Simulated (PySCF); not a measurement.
**Cr⁻ (chromium, charge -1) across methods**

[Ar] 3d5 4s2, high-spin 6S determinant. Calculation: PySCF 2.14, in x2c-TZVPPall with one added diffuse shell each of s, p, d, f type (7s6p5d3f1g, 80 functions); the spin-free X2C one-electron Hamiltonian (Gaussian nucleus).

```csv
method,E (hartree),mean ε 4s α (eV),mean ε 4s β (eV),mean ε 3d α (eV),Σ⟨r²⟩ (bohr²),⟨S²⟩
LDA,-1048.488,0.184,1.124,1.241,76.58,8.827
MN15,-1051.182,-1.914,2.954,-2.828,118.4,9.386
PBE0,-1050.575,-0.191,0.814,-0.212,79.04,8.846
B97-3,-1050.656,-0.041,0.742,-0.176,79.85,8.792
r2SCAN,-1050.760,-0.113,1.086,0.945,81.50,8.973
UHF,-1049.63193,-1.896,0.278,-5.731,99.67,9.134
revPBE,-1050.701,0.300,1.244,1.330,78.81,8.842
M06-L,-1050.723,0.264,1.209,1.451,75.46,8.802
```

Task: Estimate the same row for PBE.

Result: E (hartree) = -1050.563; mean ε 4s α (eV) = 0.295; mean ε 4s β (eV) = 1.219; mean ε 3d α (eV) = 1.343; Σ⟨r²⟩ (bohr²) = 78.02; ⟨S²⟩ = 8.828.

⟨S²⟩ = 8.83 against 8.75 shows spin contamination. At LDA the highest occupied level has a positive energy, so only the finite basis holds that electron; in a semilocal or global hybrid functional this comes from self-interaction and does not mean that the real anion is unbound.

The highest occupied level is positive at LDA, MN15, PBE0, B97-3, r2SCAN, PBE, UHF, revPBE, M06-L: only the finite basis holds that electron, at UHF too, so the state is unbound at these levels.
